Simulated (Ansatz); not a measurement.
Consider the redistribution: `FC([SiH3])[SiH2]Cl` + `OB[Si](F)(F)Cl` → `F[Si](F)(Cl)[SiH2]Cl` + `OBC(F)[SiH3]`.

Calculated with Ansatz (gas phase, PBE0-D4/def2-TZVP geometries, no zero-point term in ΔE). CCSD(T)/CBS is the MP2 limit (def2-TZVPP, def2-QZVPP) plus CCSD(T) − MP2 in def2-TZVPP, frozen cores. Functionals use def2-TZVPP. B3LYP here is the variant with VWN-RPA as its local correlation; programs differ in this. Each species was taken in one conformer, which may not be the lowest.

Is it downhill or uphill in electronic energy at CCSD(T)/CBS, and by how much? (An estimate is asked.)

The calculation gave: Downhill: ΔE = -0.30 eV.

What do these levels give: PBE-D4, PBE0-D4, PBE, B3LYP, HF/def2-QZVPP, CCSD/CBS(def2)? (Estimate.)

Ansatz gave: PBE-D4 -0.34, PBE0-D4 -0.35, PBE -0.34, B3LYP -0.31, HF/def2-QZVPP -0.32, CCSD/CBS(def2) -0.30 eV.

Largest T1 diagnostic among the species: 0.013.

In def2-TZVPP, CCSD(T) changes the Hartree–Fock value by +0.04 eV (the triples alone add +0.00 eV) and MP2 by +0.04 eV.
